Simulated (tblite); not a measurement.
Compound: C4H9ClOSi.
Cartesian coordinates in Å at the GFN2-xTB level; atoms count from 1:
```xyz
16
C4H9ClOSi angstrom
Cl     2.789   -1.740    0.404
C      2.113   -0.112    0.226
C      0.685   -0.068    0.756
C     -0.287   -0.933   -0.054
C     -1.690   -0.368    0.165
Si    -1.327    1.493    0.365
O      0.261    1.275    0.706
H      2.745    0.576    0.788
H      2.137    0.148   -0.833
H      0.681   -0.387    1.807
H     -0.203   -1.979    0.240
H     -0.023   -0.849   -1.111
H     -2.351   -0.636   -0.655
H     -2.123   -0.781    1.076
H     -1.428    2.266   -0.868
H     -1.986    2.105    1.513
```

Computed values, GFN2-xTB/tblite, gas phase, harmonic and unscaled. The method is semi-empirical: single wavenumbers can be off by several per cent or more. Modes of hydrogen on silicon can be 10 to 20 % off. One conformer, not necessarily the lowest.

Harmonic wavenumbers (cm⁻¹): 54.1, 93.2, 151.1, 180.7, 302.5, 413.2, 440.9, 486.9, 551.0, 576.6, 667.1, 721.6, 744.8, 783.6, 792.9, 838.3, 859.4, 925.0, 980.6, 1045.0, 1073.8, 1085.6, 1114.7, 1166.0, 1188.0, 1229.1, 1263.1, 1285.6, 1306.5, 1339.5, 1441.0, 1476.6, 1491.0, 2293.3, 2311.2, 2884.6, 2971.4, 2980.5, 2987.3, 2988.8, 2998.3, 3027.6.

A = 4839, B = 911.0, C = 800.8 MHz; mass 136.011 u (most abundant isotopes); point group C1, symmetry number 1.

Question: Zero-point energy?

Answer: ½Σν̃ = 26756 cm⁻¹ = 76.50 kcal/mol.

Question: What is S at 350 K and 1 bar for an ideal gas of classical rigid rotors and harmonic oscillators?

Answer: Translation 41.46, rotation 29.38, vibration 24.79: S = 95.6 cal/(mol K).

Question: And Cp and H(350 K) − H(0)?

Answer: Cp = 36.88 cal/(mol K), of which vibrations give 28.93 (their classical limit is 42 R = 83.5); H(350 K) − H(0) = 7.50 kcal/mol without the zero-point energy, 4.72 from vibrations.

Question: Blend soft modes into free rotors: weight 1/[1 + (100 cm⁻¹/ν̃)⁴] for the oscillator and the rest for a rotor with moment μB/(μ + B), μ = h/(8π²ν), B = 10⁻⁴⁴ kg m². What vibrational entropy results?

Answer: 23.01 cal/(mol K) in place of 24.79, which changes −T·S at 350 K by +0.62 kcal/mol.

Question: How do the functions run with temperature in this model?

Answer: 
```csv
T (K),S (cal/(mol K)),Cp (cal/(mol K)),H − H(0) (kcal/mol),G − H(0) (kcal/mol),ln q(vib)
150,73.3,18.7,1.98,-9.02,2.01
250,84.9,27.5,4.27,-16.94,3.80
298.15,90.1,32.1,5.71,-21.16,4.70
400,100.8,41.2,9.45,-30.88,6.67
600,120.3,54.7,19.13,-53.03,10.68
900,145.0,67.1,37.56,-92.95,16.55
```

q(vib) and H(0) count from the zero-point level.

Question: Which modes carry the vibrational entropy at 350 K?

Answer: 54.1 cm⁻¹: 4.98; 93.2 cm⁻¹: 3.91; 151.1 cm⁻¹: 2.97; 180.7 cm⁻¹: 2.62; 302.5 cm⁻¹: 1.68; 413.2 cm⁻¹: 1.16 cal/(mol K); the other 36 give 7.48 together.

Question: What must be added to the electronic energy to get the Gibbs energy at 350 K and 1 bar?

Answer: ZPE + [H(350 K) − H(0)] − T·S = 76.50 + 7.50 − 33.47 = 50.53 kcal/mol.

Hindered rotation and anharmonicity are outside this model. Other conformers, if any are populated, would add a mixing term that is left out. The structure is chiral; the term R ln 2 for an equal mix with its mirror image is left out.

The run took 0.58 s on Arm Neoverse V1, one thread, on a shared host. This covers the Hessian and the dipole derivatives.
